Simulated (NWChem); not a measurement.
System: C$_{4}$H$_{5}$, doublet; SMILES C(C=[CH])=C

```xyz
9

C     -0.0598     1.9310     0.0000
C      0.4164     0.6981     0.0000
C     -0.3985    -0.5234     0.0000
C      0.1161    -1.7610     0.0000
H     -1.0315     2.4098     0.0000
H      1.4993     0.5467     0.0000
H     -1.4787    -0.3861     0.0000
H      1.1903    -1.9322     0.0000
H     -0.5191    -2.6417     0.0000
```
Atoms are numbered in this order, from 1.

Computed with NWChem. Pople sets run with spherical d functions. Spin-unrestricted. In the optimisation the excess spin sits in a' (Cs, its own frame). The geometry was optimised at B3LYP/6-31G* (spherical d), spin-unrestricted. No stability test was run on the SCF state. Level: PBE0/6-31G* with SMD (1 M gas to 1 M solution), gas-phase geometry. Reactions with the solvent are ignored.

```tsv
solvent	dielectric constant	solvation free energy (kcal/mol)	cavity-dispersion-structure term (kcal/mol)	dipole in solution (D)
water	78.4	0.8	4.6	0.90
diethyl ether	4.24	-2.8	0.1	0.83
2-propanol	19.3	-2.0	1.6	0.89
1,4-dioxane	2.21	-0.5	1.5	0.78
benzene	2.27	-2.5	-0.5	0.78
```
